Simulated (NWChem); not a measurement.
Polarisability of CuF

```xyz
2

Cu     0.0000     0.0000    -0.4146
F      0.0000     0.0000     1.3359
```
Charge 0, spin multiplicity 1.

Program: NWChem. Structure: optimised with B3LYP/def2-SVP, a minimum by its harmonic frequencies.

Basis set: def2-SVPD. Static limit.

The correlated methods keep 10 core orbitals frozen. B3LYP has NWChem's definition, with VWN1-RPA local correlation. The structure started from a generated list of species. Coupled-cluster values serve here as a point of comparison, not as the truth.

Order these methods by the isotropic polarisability they give, lowest first: HF, B3LYP, CCSD linear response, BHandHLYP, PBE.

HF (12.22 bohr³), BHandHLYP (16.77 bohr³), CCSD linear response (19.90 bohr³), B3LYP (21.78 bohr³), PBE (25.75 bohr³)
